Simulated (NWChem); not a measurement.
System: InF cation, doublet; SMILES of the neutral closed-shell parent [F][In]

Input file for NWChem:

```
start job
memory heap 200 mb stack 900 mb global 1100 mb
charge 1
geometry units angstroms noautoz
  In     0.000000     0.000000    -0.186534
  F      0.000000     0.000000     1.764115
end
basis spherical
  * library def2-qzvp
end
ecp
  In library def2-ecp
end
dft
  odft
  mult 2
  xc hfexch
  iterations 150
  mulliken
end
task dft energy
```

Excerpt of the output:

```
             Northwest Computational Chemistry Package (NWChem) 7.3.0
             --------------------------------------------------------

 ORDER OF PRIMARY AXIS IS BEING SET TO 4
 C4V symmetry detected

                             Geometry "geometry" -> ""
                             -------------------------

 Output coordinates in angstroms (scale by  1.889725989 to convert to a.u.)

  No.       Tag          Charge          X              Y              Z
 ---- ---------------- ---------- -------------- -------------- --------------
    1 In                  49.0000     0.00000000     0.00000000    -0.30268691
    2 F                    9.0000     0.00000000     0.00000000     1.64796209

 Effective nuclear repulsion energy (a.u.)     119.6356529590

      Symmetry information
      --------------------

 Group name             C4v
 Group number             18
 Group order               8
 No. of unique centers     2

 Summary of "ao basis" -> "ao basis" (spherical)
 ------------------------------------------------------------------------------
       Tag                 Description            Shells   Functions and Types
 ---------------- ------------------------------  ------  ---------------------
 In                        def2-qzvp                22       82   7s6p4d4f1g
 F                         def2-qzvp                17       57   7s4p3d2f1g

      Symmetry analysis of basis
      --------------------------

        a1         41
        a2          2
        b1         15
        b2         15
        e          66

            General Information
            -------------------
          SCF calculation type: DFT
          Wavefunction type:  spin polarized.
          No. of atoms     :     2
          No. of electrons :    29
           Alpha electrons :    15
            Beta electrons :    14
          Charge           :     1
          Spin multiplicity:     2
          Use of symmetry is: on ; symmetry adaption is: on
          Maximum number of iterations: 150
          AO basis - number of functions:   139
                     number of shells:    39
          Convergence on energy requested:  1.00D-06
          Convergence on density requested:  1.00D-05
          Convergence on gradient requested:  5.00D-04

              XC Information
              --------------
                     Hartree-Fock (Exact) Exchange  1.000

      Superposition of Atomic Density Guess
      -------------------------------------

 Sum of atomic energies:        -317.48218402

 Renormalizing density from      30.00 to     29

      Non-variational initial energy
      ------------------------------

 Total energy =    -284.770420
 1-e energy   =    -557.053918
 2-e energy   =     221.011076
 HOMO         =      -0.678033
 LUMO         =      -0.275018

   Symmetry analysis of molecular orbitals - initial alpha
   -------------------------------------------------------

 !! scf_movecs_sym_adapt:   30 vectors were symmetry contaminated

  Symmetry fudging

 !! scf_movecs_sym_adapt:   28 vectors were symmetry contaminated

  Numbering of irreducible representations:

     1 a1          2 a2          3 b1          4 b2          5 e

  Orbital symmetries:

     1 a1          2 a1          3 a1          4 e           5 e
     6 a1          7 a1          8 e           9 e          10 b1
    11 b2         12 a1         13 e          14 e          15 a1
    16 e          17 e          18 a1         19 a1         20 e
    21 e          22 a1         23 b2         24 b1         25 e

   Symmetry analysis of molecular orbitals - initial beta
   ------------------------------------------------------

 !! scf_movecs_sym_adapt:   30 vectors were symmetry contaminated

  Symmetry fudging

 !! scf_movecs_sym_adapt:   28 vectors were symmetry contaminated

  Numbering of irreducible representations:

     1 a1          2 a2          3 b1          4 b2          5 e

  Orbital symmetries:

     1 a1          2 a1          3 a1          4 e           5 e
     6 a1          7 a1          8 e           9 e          10 b1
    11 b2         12 a1         13 e          14 e          15 a1
    16 e          17 e          18 a1         19 a1         20 e
    21 e          22 a1         23 b2         24 b1         25 e

     ---------------------------------------------
      Total Density - Mulliken Population Analysis
     ---------------------------------------------

    Atom       Charge   Shell Charges
 -----------   ------   -------------------------------------------------------
    1 In  21    19.24   0.63  0.02  1.18  0.17  0.51  0.51  0.07  5.93  0.03  0.05  0.08 -0.00  0.00  9.40  0.50  0.13 -0.00  0.02  0.01  0.00  0.00  0.01
    2 F    9     9.76   1.16  0.02  0.63  0.17  0.58  1.08  0.34  1.82  2.07  1.62  0.27  0.00  0.00  0.01 -0.00  0.00  0.00

     --------------------------------------------
      Spin Density - Mulliken Population Analysis
     --------------------------------------------

    Atom       Charge   Shell Charges
 -----------   ------   -------------------------------------------------------
    1 In  21     0.94   0.01  0.01  0.00 -0.01  0.39  0.46  0.06  0.00  0.00  0.00  0.01  0.00  0.00  0.00  0.00  0.00  0.00  0.00  0.00  0.00  0.00  0.00
    2 F    9     0.06   0.00  0.00 -0.00 -0.00  0.00  0.00 -0.01  0.03  0.03  0.01 -0.01  0.00  0.00  0.00  0.00 -0.00 -0.00

 !! scf_movecs_sym_adapt:   32 vectors were symmetry contaminated

  Symmetry fudging

 !! scf_movecs_sym_adapt:   32 vectors were symmetry contaminated

 !! scf_movecs_sym_adapt:   24 vectors were symmetry contaminated

  Symmetry fudging

 !! scf_movecs_sym_adapt:   16 vectors were symmetry contaminated

   convergence    iter        energy       DeltaE   RMS-Dens  Diis-err
 ---------------- ----- ----------------- --------- --------- ---------
 d= 0,ls=0.0,diis     1   -288.1927042782 -3.39D+02  4.21D-03  7.96D-01
                                                     3.63D-03  7.66D-01

[...]
```

Level: UHF/def2-QZVP with def2 effective core potentials on In. The geometry was optimised at PBE0/def2-SVP, spin-unrestricted. This spin state was assumed; another may lie lower. No stability test was run on the SCF state. def2 effective core potentials on In; no spin-orbit coupling.
